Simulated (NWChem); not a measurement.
## What each level costs for AlCl

```xyz
2

Al     0.0000     0.0000    -1.2166
Cl     0.0000     0.0000     0.9303
```
Charge 0, spin multiplicity 1.

Everything below was run with NWChem. The geometry was optimised at PBE0/def2-SVP, a minimum by its harmonic frequencies.

Basis set: cc-pVTZ (68 functions). Each entry is one whole single-point run; the coupled-cluster runs use the TCE module, and the SCF and DFT modules converge to different thresholds.

The correlated methods keep 10 core orbitals frozen. B3LYP has NWChem's definition, with VWN1-RPA local correlation. The structure started from a generated list of species.

**Question.** Roughly how much processor time does each of these take, relative to RHF: MP2, RI-MP2, B2PLYP, PBE, B3LYP, M06-2X, CR-CCSD(T)?

**Answer.** RI-MP2 about the same, within a factor of 3; PBE about the same, within a factor of 3; B3LYP about the same, within a factor of 3; M06-2X about the same, within a factor of 3; MP2 about the same, within a factor of 3; B2PLYP about the same, within a factor of 3; CR-CCSD(T) about 5 (rough ratios from shared machines).
